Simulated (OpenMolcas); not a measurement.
Co3+ with 6 ligands (chloride) in octahedral coordination (Oh) at 2.37 Å. A charge of +0.5 e stands 3.2 Å behind each ligand. Ligand basis ANO-RCC-VDZP.

| Item | Value |
| --- | --- |
| Program | OpenMolcas |
| Method | CASSCF |
| Basis | ANO-RCC-VTZP [6s5p3d2f1g] |
| Scalar Hamiltonian | DKH2, point nucleus |
| Active space | 6 electrons in 5 orbitals (3d) |
| State averaging | 2S+1 = 5 even, 5 roots; 2S+1 = 3 even, 45 roots; 2S+1 = 1 even, 50 roots |
| Spin-orbit coupling | state interaction with AMFI integrals over the reference wave functions |

Question: What is the spin-free ground state (labels of O, the rotations of Oh)?

Answer: 5T2, 3-fold in its orbital part; it has the highest spin that d6 allows.

Question: Where is the first state of the same spin?

Answer: 5E at 7540 cm-1 above the ground state.

Question: What are the lowest two levels with spin-orbit coupling?

Answer: A 3-fold level T2, then a 2-fold level E 268.6 cm-1 above it. Their leading multiplicities are 5 (100 %) and 5 (100 %).

Question: What is χT at 300 K, and how does it compare with the textbook value?

Answer: The lowest level has 2S+1 = 5, for which the spin-only value is χT = S(S+1) / 2 = 3.000 cm3 K/mol (g = 2). The computed 4.211 at 300 K differs by +1.211, through orbital momentum, spin-orbit coupling and any other state in reach. With a threefold ground state the orbital momentum is unquenched, so the spin-only value is not expected to hold.

An orbital triplet at a regular site is open to Jahn-Teller coupling, which can distort the site and quench the lowest spin-orbit gaps and is left out. Without dynamic correlation the repulsion within the d shell is too large (B by tens of per cent), so at a given field states of lower spin stand too high. CASSCF with metal d orbitals alone favours high spin, so a ground state of lower spin is not ruled out. Ligand-to-metal charge-transfer states are missing. With no ligand orbital active B as a rule stays too high, so bands that hang on it stand too high and its fall with covalency is understated. With metal d orbitals alone and no dynamic correlation the field as a rule comes out too small, by tens of per cent, by up to half for chloride and softer ligands, and with too little covalency χT stands high. No measured value stands beside these numbers; the geometry is a model, was not optimised and need not be the one that this ion takes.
